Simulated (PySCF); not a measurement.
H$_{3}$BN, doublet, at a GFN2-xTB geometry; TPSS/def2-SVP in PySCF.

Input for PySCF:
```python
from pyscf import gto, scf, dft

mol = gto.Mole()
mol.atom = '''
    B    -0.65587946    0.14196566    0.01662518
    N     0.60502837   -0.19409535   -0.01952649
    H    -1.52568697   -0.65179993   -0.02650347
    H    -1.00555975    1.27397698    0.09559561
    H     1.57544545    0.02666206   -0.01553258
'''
mol.basis = 'def2-svp'
mol.spin = 1
mol.verbose = 4
mol.symmetry = True
mol.build()

mf = dft.UKS(mol)
mf.xc = 'tpss'
mf.irrep_nelec = {"A'": (6, 6), 'A"': (2, 1)}
mf.kernel()
mf.analyze()
```

### Question
Predict the main parts of the log of this PySCF run.

### Answer

```
PySCF version 2.14.0

[INPUT] verbose = 4
[INPUT] num. atoms = 5
[INPUT] num. electrons = 15
[INPUT] charge = 0
[INPUT] spin (= nelec alpha-beta = 2S) = 1
[INPUT] symmetry True subgroup None
[INPUT] Mole.unit = angstrom
[INPUT] Symbol           X                Y                Z      unit          X                Y                Z       unit  Magmom
[...]
nuclear repulsion = 27.5807578250449
point group symmetry = Cs
symmetry origin: [ 2.51963484e-09 -5.03926969e-09  3.77945225e-09]
symmetry axis x: [-0.18083334 -0.98148403 -0.06315384]
symmetry axis y: [ 0.98345271 -0.17973354 -0.02272931]
symmetry axis z: [ 0.01095759 -0.06621903  0.99774494]
num. orbitals of irrep A' = 32
num. orbitals of irrep A" = 11
number of shells = 21
number of NR pGTOs = 69
number of NR cGTOs = 43
basis = def2-svp
ecp = {}

******** <class 'pyscf.dft.uks_symm.SymAdaptedUKS'> ********
method = SymAdaptedUKS
initial guess = minao
damping factor = 0
level_shift factor = 0
DIIS = <class 'pyscf.scf.diis.CDIIS'>
diis_start_cycle = 1
diis_space = 8
diis_damp = 0
SCF conv_tol = 1e-09
SCF conv_tol_grad = None
SCF max_cycles = 50
direct_scf = True
direct_scf_tol = 1e-13
number electrons alpha = 8  beta = 7
irrep_nelec {"A'": (6, 6), 'A"': (2, 1)}
XC library pyscf.dft.libxc version 7.1.2
    S. Lehtola, C. Steigemann, M. J. T. Oliveira, and M. A. L. Marques,  SoftwareX 7, 1–5 (2018)
XC functionals = tpss
    J. Tao, J. P. Perdew, V. N. Staroverov, and G. E. Scuseria,  Phys. Rev. Lett. 91, 146401 (2003)
    J. P. Perdew, J. Tao, V. N. Staroverov, and G. E. Scuseria,  J. Chem. Phys. 120, 6898 (2004)
    J. Tao, J. P. Perdew, V. N. Staroverov, and G. E. Scuseria,  Phys. Rev. Lett. 91, 146401 (2003)
    J. P. Perdew, J. Tao, V. N. Staroverov, and G. E. Scuseria,  J. Chem. Phys. 120, 6898 (2004)
radial grids:
    Treutler-Ahlrichs [JCP 102, 346 (1995); DOI:10.1063/1.469408] (M4) radial grids

becke partition: Becke, JCP 88, 2547 (1988); DOI:10.1063/1.454033
pruning grids: <function nwchem_prune>
grids dens level: 3
symmetrized grids: True
atomic radii adjust function: <function treutler_atomic_radii_adjust>
small_rho_cutoff = 0
Freeze 15 electrons in irreps ["A'", 'A"']
    0 free electrons in irreps
Set gradient conv threshold to 3.16228e-05
tot grids = 57376
init E= -81.2982887783141

cycle= 1 E= -81.0382629332082  delta_E= 0.26  |g|= 0.27  |ddm|= 1.76

cycle= 2 E= -80.8170828884629  delta_E= 0.221  |g|= 0.62  |ddm|= 0.82

[...]
converged SCF energy = -81.0881694010012  <S^2> = 0.755069  2S+1 = 2.0050626
Total Energy =                         -81.088169401001153
[...]
beta  MO #9 (A" #2), energy= 0.027100736961011 occ= 0
beta  MO #10 (A' #8), energy= 0.0461485848282397 occ= 0
beta  MO #11 (A' #9), energy= 0.140220305238426 occ= 0
beta  MO #12 (A' #10), energy= 0.166373027645446 occ= 0
beta  MO #13 (A' #11), energy= 0.207425050060607 occ= 0
beta  MO #14 (A' #12), energy= 0.211398171415069 occ= 0
beta  MO #15 (A' #13), energy= 0.249600644967833 occ= 0
beta  MO #16 (A" #3), energy= 0.341739888491204 occ= 0
beta  MO #17 (A' #14), energy= 0.440877166352897 occ= 0
beta  MO #18 (A' #15), energy= 0.584173714438099 occ= 0
beta  MO #19 (A' #16), energy= 0.677284324426895 occ= 0
beta  MO #20 (A' #17), energy= 0.703872083631898 occ= 0
beta  MO #21 (A" #4), energy= 0.748837638097763 occ= 0
beta  MO #22 (A' #18), energy= 0.798870845834109 occ= 0
beta  MO #23 (A' #19), energy= 0.843946292608679 occ= 0
beta  MO #24 (A" #5), energy= 0.940726452577861 occ= 0
beta  MO #25 (A" #6), energy= 1.04351197415459 occ= 0
beta  MO #26 (A' #20), energy= 1.05722545491541 occ= 0
beta  MO #27 (A' #21), energy= 1.31894907661012 occ= 0
beta  MO #28 (A' #22), energy= 1.39958331105969 occ= 0
beta  MO #29 (A' #23), energy= 1.49396990345841 occ= 0
beta  MO #30 (A" #7), energy= 1.50365002472177 occ= 0
beta  MO #31 (A' #24), energy= 1.54360843397958 occ= 0
beta  MO #32 (A' #25), energy= 1.73592496445079 occ= 0
beta  MO #33 (A" #8), energy= 1.76327870709578 occ= 0
beta  MO #34 (A" #9), energy= 1.79509447371636 occ= 0
beta  MO #35 (A' #26), energy= 2.15881947737902 occ= 0
beta  MO #36 (A' #27), energy= 2.19299093936382 occ= 0
beta  MO #37 (A" #10), energy= 2.25156530371019 occ= 0
beta  MO #38 (A' #28), energy= 2.29255975192356 occ= 0
beta  MO #39 (A' #29), energy= 2.56618774638906 occ= 0
beta  MO #40 (A' #30), energy= 2.70506978131477 occ= 0
beta  MO #41 (A" #11), energy= 2.71311363933616 occ= 0
beta  MO #42 (A' #31), energy= 2.96623333021932 occ= 0
beta  MO #43 (A' #32), energy= 3.4862373315302 occ= 0
 ** Mulliken pop alpha/beta on meta-lowdin orthogonal AOs **
 ** Mulliken pop       alpha | beta **
In total             8.00000 | 7.00000
 ** Mulliken atomic charges   ( Nelec_alpha | Nelec_beta ) **
charge of  0B =     -0.56767  (     3.20958      2.35809 )
charge of  1N =     -0.05174  (     3.63660      3.41514 )
charge of  2H =      0.16081  (     0.40375      0.43544 )
charge of  3H =      0.19232  (     0.38653      0.42115 )
charge of  4H =      0.26627  (     0.36355      0.37017 )
Dipole moment(X, Y, Z, Debye):  2.08300,  0.09271, -0.01672
```
